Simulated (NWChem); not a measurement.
C5H4O; SMILES C1C=CC(C=1)=O

```xyz
10

O      0.0000     0.0000    -2.0380
C      0.0000     0.0000    -0.8232
C      0.0000     1.2057     0.0876
C      0.0000     0.7516     1.3490
C      0.0000    -0.7516     1.3490
C      0.0000    -1.2057     0.0876
H      0.0000     2.2260    -0.2720
H      0.0000     1.3457     2.2563
H      0.0000    -1.3457     2.2563
H      0.0000    -2.2260    -0.2720
```
Atoms are numbered in this order, from 1.

Program: NWChem. Pople sets run with spherical d functions. The geometry was optimised at B3LYP/6-31G* (spherical d). Atomic charges in e: unrestrained fits to the electrostatic potential beside Mulliken populations; buried atoms are poorly determined by the fit.

For level Hartree-Fock/6-31G*:

* **Mulliken O1**: -0.54
* **ESP C2**: 0.86
* **Mulliken C2**: 0.52
* **Mulliken C3**: -0.27
* **Mulliken C4**: -0.19
* **Mulliken C5**: -0.19

How do the values read with level B3LYP/def2-SVP instead?


| Property | Result |
|---|---|
| Mulliken O1 | -0.15 |
| ESP C2 | 0.75 |
| Mulliken C2 | 0.13 |
| Mulliken C3 | -0.03 |
| Mulliken C4 | 0.03 |
| Mulliken C5 | 0.03 |
